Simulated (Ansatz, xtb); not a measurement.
# Relative energy of two isomers of C5H8N2O

We compare I, `C/C=C(N)/C=N/C=O`, a singlet, with II, `[H]/N=C(\C=C)CNC=O`, a singlet. Both are isolated molecules in the gas phase, relaxed with PBE0-D3(BJ)/def2-SVP; each stands in its lowest conformer found.

**Question.** Estimate which is lower in electronic energy at CCSD(T)/def2-SVP + ΔMP2/def2-TZVPP, and by roughly how much.

**Answer.** The CCSD(T)/def2-SVP + ΔMP2/def2-TZVPP calculation puts structure II lower, by 4.7 kcal/mol.

The same difference at several levels:

```csv
level,geometry,E(II) − E(I) (kcal/mol),departure from the last row (kcal/mol),"job, with rough time for the two"
PBE0-D3(BJ)/def2-SVP,PBE0-D3(BJ)/def2-SVP,−2.8,+1.9,"optimisation, 5.1 min"
HF/def2-SVP,PBE0-D3(BJ)/def2-SVP,−5.8,−1.1,part of the CCSD(T) run
MP2/def2-SVP,PBE0-D3(BJ)/def2-SVP,−3.4,+1.2,part of the CCSD(T) run
CCSD(T)/def2-SVP,PBE0-D3(BJ)/def2-SVP,−4.7,0.0,single point
CCSD(T)/def2-SVP + ΔMP2/def2-TZVPP,PBE0-D3(BJ)/def2-SVP,−4.7,,"single point, 9.4 min"
```

As drawn, both hold the same kinds of bond in the same numbers. Structure I has 1 methyl group, II 0.

The levels shown agree on the order. The largest departure from CCSD(T)/def2-SVP + ΔMP2/def2-TZVPP is that of PBE0-D3(BJ)/def2-SVP, 1.9 kcal/mol. A small imaginary or near-zero mode remains, so no thermal terms are given. Levels run at GFN2-xTB geometries aren't shown. The last row adds to CCSD(T) the change of the MP2 difference between the two basis sets, here 0.0 kcal/mol.

The correlated steps freeze 8 core orbitals. Run with Ansatz 0.2.0, xtb 6.7.1; the last row on 2 threads of AMD EPYC (Zen 3) on a shared host.
